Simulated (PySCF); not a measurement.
PySCF 2.14 output of an unrestricted r2SCAN0 calculation on a single atom or ion in ANO-RCC-VTZP (7s6p4d2f1g, 68 functions), with the spin-free X2C one-electron Hamiltonian (Gaussian nucleus):

```
SCF conv_tol = 1e-09
number electrons alpha = 24  beta = 19
    M. Bursch, H. Neugebauer, S. Ehlert, and S. Grimme.,  J. Chem. Phys. 156, 134105 (2022)
cycle= 1 E= -4782.30657174592  delta_E= -0.0081  |g|= 0.0271  |ddm|= 0.0713
cycle= 2 E= -4782.30670152858  delta_E= -0.00013  |g|= 0.00449  |ddm|= 0.0112
cycle= 3 E= -4782.30670570204  delta_E= -4.17e-06  |g|= 0.00195  |ddm|= 0.00245
cycle= 4 E= -4782.30670635872  delta_E= -6.57e-07  |g|= 0.000516  |ddm|= 0.000755
cycle= 5 E= -4782.30670640883  delta_E= -5.01e-08  |g|= 1.78e-05  |ddm|= 0.000221
cycle= 6 E= -4782.30670640904  delta_E= -2.11e-10  |g|= 1.24e-06  |ddm|= 1.99e-05
converged SCF energy = -4782.30670640904  <S^2> = 8.7513668  2S+1 = 6.0004556
```

The run itself started from symmetry-adapted Hartree-Fock orbitals and held the occupation by maximum overlap, on a logarithmic radial grid, so the iterations belong to that start.

Problem. Which element, charge and spin multiplicity is this?

Solution. Rh²⁺ (rhodium, charge +2), multiplicity 6; the state was [Kr] 4d6 5s1, high-spin 6D determinant (an excited configuration).
